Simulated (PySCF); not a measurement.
# C (carbon, neutral): UHF calculation

Configuration: [He] 2s2 2p2, high-spin 3P determinant. Computed with PySCF 2.14 in cc-pVDZ (3s2p1d, 14 functions), with the non-relativistic Hamiltonian (point nucleus).

- Total energy: -37.686544 hartree
- One-electron energy: -50.4527 hartree
- Hartree (Coulomb) energy: 17.8432 hartree
- Exchange energy: -5.0771 hartree
- Kinetic energy: 37.69342 hartree
- ⟨S²⟩: 2.0063
- ⟨L²⟩: 2.012
- Sum of ⟨r⟩: 7.110 bohr
- Sum of ⟨r²⟩: 13.54 bohr²
- Traceless quadrupole moment −½Σ⟨3z² − r²⟩ along its main axis: 1.45 e·bohr²
- Density at the nucleus (Gaussians lack the cusp): 122 bohr⁻³
- Spin density at the nucleus: 0.114 bohr⁻³
- Langevin diamagnetic susceptibility: -10.7 ×10⁻⁶ cm³/mol
- Time after the integrals: 0.03 s of wall time on 1 thread of Intel(R) Xeon(R) 6975P-C (shared host)

| shell | electrons | mean orbital energy (eV) | rms radius, mean of both spins (bohr) |
| --- | --- | --- | --- |
| 1s α | 1 | -308.70 | 0.312 |
| 1s β | 1 | -307.45 | 0.312 |
| 2s α | 1 | -22.468 | 1.74 |
| 2s β | 1 | -15.866 | 1.74 |
| 2p α | 2 | -11.817 | 1.91 |
